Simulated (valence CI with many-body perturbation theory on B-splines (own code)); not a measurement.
**Eu⁵⁷⁺: electric-dipole lines**

Calculated by relativistic CI+MBPT: four valence electrons over a frozen Dirac-Fock core [He], radial functions for each j: 11 s, 11 p, 9 d, 7 f, 5 g, 2 h, 1 i, with the one-electron correlation potential Σ1 (screened to all orders), the two-electron term Σ2, the three-electron term Σ3, Breit, model QED; selected single and double excitations, second order for the rest (own B-spline code, finite nucleus).

The last digits are not significant, and no measured levels were compared; by estimate large intervals hold to a few tenths of a per cent, small ones and those within an open d or f shell to about a per cent. Among the levels kept, up to 260 cm⁻¹ of a level comes from second order outside the variational space, and about a tenth of that is noise between levels of different J, which matters for small intervals.

Lines 51 to 100 of 251 in falling wavelength, among levels below 625.43 Ry, chosen from the strongest by gf and those to the six lowest levels. Wavelengths and rates use the calculated energies. Electric multipoles are in the length gauge, E1 and E2 with the static RPA response of the core. Weak lines are less certain than strong ones. Lines between different terms over intervals too small for the method are left out, as are lines whose strength nearly cancels. The highest levels of a list are the least certain.

Levels are named by their leading jj configuration (3d3/2^4 stands for four electrons in 3d with j = 3/2), which in mixed levels can hold well under half, so a name can repeat and another be missing. Letters in brackets count levels of one name in rising energy.

| λ vac (Å) | Upper | Lower | A (s⁻¹) | S (a.u.) with core polarisation | S without |
| --- | --- | --- | --- | --- | --- |
| 41.99 | (2s^2 2p3/2 3p3/2) J=2 | (2s^2 2p3/2 3s) J=1 | 2.09e+11 | 3.81e-02 | 3.81e-02 |
| 41.95 | (2s 2p1/2 2p3/2 3p3/2) J=2 [a] | (2s 2p1/2 2p3/2 3s) J=2 [a] | 1.37e+11 | 2.50e-02 | 2.50e-02 |
| 41.88 | (2s 2p1/2 2p3/2 3p3/2) J=2 [e] | (2s 2p1/2 2p3/2 3s) J=1 [b] | 1.45e+11 | 2.63e-02 | 2.63e-02 |
| 41.62 | (2p1/2^2 2p3/2 3p1/2) J=2 | (2s 2p1/2 2p3/2 3p1/2) J=3 | 1.26e+11 | 2.24e-02 | 2.24e-02 |
| 41.53 | (2s 2p1/2 2p3/2 3p3/2) J=1 [c] | (2s 2p1/2 2p3/2 3s) J=2 [b] | 2.88e+11 | 3.05e-02 | 3.05e-02 |
| 41.20 | (2s 2p1/2 2p3/2 3p3/2) J=3 [b] | (2s 2p1/2 2p3/2 3s) J=3 | 2.16e+11 | 5.21e-02 | 5.21e-02 |
| 40.98 | (2s^2 2p3/2 3p3/2) J=2 | (2s^2 2p3/2 3s) J=2 | 2.04e+11 | 3.46e-02 | 3.46e-02 |
| 40.65 | (2s 2p1/2 2p3/2 3p3/2) J=2 [c] | (2s 2p1/2 2p3/2 3s) J=3 | 1.26e+11 | 2.09e-02 | 2.09e-02 |
| 40.46 | (2s 2p1/2^2 2p3/2) J=1 | (2s^2 2p1/2 2p3/2) J=1 | 8.07e+09 | 7.92e-04 | 7.93e-04 |
| 14.02 | (2s 2p1/2 2p3/2^2) J=2 [a] | (2s^2 2p1/2 2p3/2) J=1 | 6.26e+11 | 4.26e-03 | 4.26e-03 |
| 13.67 | (2s 2p1/2 2p3/2^2) J=3 | (2s^2 2p1/2 2p3/2) J=2 | 5.96e+11 | 5.25e-03 | 5.26e-03 |
| 13.25 | (2s 2p3/2^3) J=2 | (2s^2 2p3/2^2) J=2 | 2.16e+12 | 1.24e-02 | 1.24e-02 |
| 13.15 | (2p1/2^2 2p3/2^2) J=2 | (2s 2p1/2^2 2p3/2) J=1 | 1.84e+12 | 1.03e-02 | 1.03e-02 |
| 13.14 | (2p1/2 2p3/2^3) J=1 | (2s 2p1/2 2p3/2^2) J=1 [a] | 2.62e+12 | 8.78e-03 | 8.80e-03 |
| 13.11 | (2s 2p1/2 2p3/2 3p3/2) J=2 [d] | (2s^2 2p1/2 3p3/2) J=1 | 2.14e+12 | 1.19e-02 | 1.19e-02 |
| 13.09 | (2s 2p1/2 2p3/2 3p3/2) J=3 [c] | (2s^2 2p1/2 3p3/2) J=2 | 2.39e+12 | 1.85e-02 | 1.86e-02 |
| 13.09 | (2s 2p1/2 2p3/2 3d3/2) J=2 [c] | (2s^2 2p1/2 3d3/2) J=2 | 1.89e+12 | 1.05e-02 | 1.05e-02 |
| 13.05 | (2s 2p1/2 2p3/2 3s) J=1 [b] | (2s^2 2p1/2 3s) J=1 | 2.32e+12 | 7.64e-03 | 7.65e-03 |
| 13.03 | (2p1/2 2p3/2^3) J=2 | (2s 2p1/2 2p3/2^2) J=2 [b] | 3.79e+12 | 2.07e-02 | 2.07e-02 |
| 13.03 | (2p3/2^4) J=0 | (2s 2p3/2^3) J=1 | 8.64e+12 | 9.42e-03 | 9.44e-03 |
| 13.01 | (2s 2p1/2 2p3/2 3p1/2) J=1 [b] | (2s^2 2p1/2 3p1/2) J=1 | 2.88e+12 | 9.40e-03 | 9.42e-03 |
| 13.00 | (2s 2p1/2 2p3/2 3d3/2) J=3 [c] | (2s^2 2p1/2 3d3/2) J=2 | 2.10e+12 | 1.59e-02 | 1.60e-02 |
| 12.98 | (2s 2p1/2 2p3/2 3p1/2) J=2 [c] | (2s^2 2p1/2 3p1/2) J=1 | 2.43e+12 | 1.31e-02 | 1.31e-02 |
| 12.97 | (2s 2p1/2 2p3/2 3p1/2) J=1 [c] | (2s^2 2p1/2 3p1/2) J=0 | 2.70e+12 | 8.73e-03 | 8.74e-03 |
| 12.96 | (2s 2p1/2 2p3/2 3d3/2) J=2 [e] | (2s^2 2p1/2 3d3/2) J=1 | 1.44e+12 | 7.76e-03 | 7.78e-03 |
| 12.93 | (2s 2p1/2 2p3/2 3s) J=2 [c] | (2s^2 2p1/2 3s) J=1 | 2.31e+12 | 1.23e-02 | 1.23e-02 |
| 12.91 | (2s 2p1/2 2p3/2 3s) J=1 [c] | (2s^2 2p1/2 3s) J=0 | 2.53e+12 | 8.04e-03 | 8.06e-03 |
| 12.91 | (2s 2p1/2 2p3/2 3p3/2) J=1 [d] | (2s^2 2p1/2 3p3/2) J=1 | 1.83e+12 | 5.82e-03 | 5.83e-03 |
| 12.90 | (2s 2p1/2 2p3/2 3p3/2) J=2 [e] | (2s^2 2p1/2 3p3/2) J=2 | 2.11e+12 | 1.12e-02 | 1.12e-02 |
| 12.87 | (2s 2p1/2 2p3/2 3d3/2) J=1 [c] | (2s^2 2p1/2 3d3/2) J=2 | 2.58e+12 | 8.16e-03 | 8.17e-03 |
| 12.82 | (2s 2p1/2 2p3/2 3p3/2) J=1 [e] | (2s^2 2p1/2 3p3/2) J=2 | 1.86e+12 | 5.80e-03 | 5.81e-03 |
| 12.75 | (2s 2p1/2 2p3/2^2) J=0 | (2s^2 2p1/2 2p3/2) J=1 | 2.31e+12 | 2.36e-03 | 2.37e-03 |
| 12.74 | (2s 2p1/2 2p3/2^2) J=1 [a] | (2s^2 2p1/2 2p3/2) J=2 | 2.60e+11 | 7.96e-04 | 7.98e-04 |
| 12.66 | (2s 2p1/2^2 2p3/2) J=1 | (2s^2 2p1/2^2) J=0 | 2.85e+12 | 8.56e-03 | 8.57e-03 |
| 12.61 | (2s 2p1/2 2p3/2^2) J=2 [b] | (2s^2 2p1/2 2p3/2) J=2 | 4.08e+12 | 2.02e-02 | 2.02e-02 |
| 12.56 | (2s 2p1/2 2p3/2^2) J=1 [b] | (2s^2 2p1/2 2p3/2) J=2 | 2.83e+12 | 8.31e-03 | 8.32e-03 |
| 12.52 | (2s 2p1/2 2p3/2^2) J=1 [a] | (2s^2 2p1/2 2p3/2) J=1 | 4.16e+12 | 1.21e-02 | 1.21e-02 |
| 12.44 | (2p1/2^2 2p3/2^2) J=0 | (2s 2p1/2^2 2p3/2) J=1 | 4.68e+12 | 4.45e-03 | 4.46e-03 |
| 12.39 | (2s 2p1/2 2p3/2^2) J=2 [b] | (2s^2 2p1/2 2p3/2) J=1 | 2.83e+11 | 1.33e-03 | 1.33e-03 |
| 12.33 | (2s 2p3/2^3) J=1 | (2s^2 2p3/2^2) J=2 | 4.24e+12 | 1.18e-02 | 1.18e-02 |
| 12.21 | (2p1/2^2 2p3/2^2) J=2 | (2s 2p1/2^2 2p3/2) J=2 | 2.16e+12 | 9.70e-03 | 9.71e-03 |
| 1.941 | (2s 2p1/2^2 3s) J=1 | (2s 2p1/2^2 2p3/2) J=1 | 1.35e+13 | 1.46e-04 | 1.46e-04 |
| 1.930 | (2s 2p1/2^2 3s) J=0 | (2s 2p1/2^2 2p3/2) J=1 | 9.45e+13 | 3.36e-04 | 3.35e-04 |
| 1.922 | (2s 2p1/2 2p3/2 3s) J=3 | (2s 2p1/2 2p3/2^2) J=3 | 4.56e+13 | 1.12e-03 | 1.12e-03 |
| 1.919 | (2s 2p1/2^2 3s) J=1 | (2s 2p1/2^2 2p3/2) J=2 | 8.54e+13 | 8.94e-04 | 8.92e-04 |
| 1.916 | (2s^2 2p1/2 3s) J=1 | (2s^2 2p1/2 2p3/2) J=2 | 8.46e+13 | 8.80e-04 | 8.78e-04 |
| 1.916 | (2s 2p1/2 2p3/2 3s) J=2 [b] | (2s 2p1/2 2p3/2^2) J=3 | 7.36e+13 | 1.28e-03 | 1.27e-03 |
| 1.912 | (2s^2 2p3/2 3s) J=2 | (2s^2 2p3/2^2) J=2 | 5.38e+13 | 9.28e-04 | 9.26e-04 |
| 1.911 | (2s^2 2p1/2 3s) J=0 | (2s^2 2p1/2 2p3/2) J=1 | 1.04e+14 | 3.58e-04 | 3.57e-04 |
| 1.910 | (2s^2 2p1/2 3s) J=1 | (2s^2 2p1/2 2p3/2) J=1 | 1.66e+13 | 1.71e-04 | 1.71e-04 |
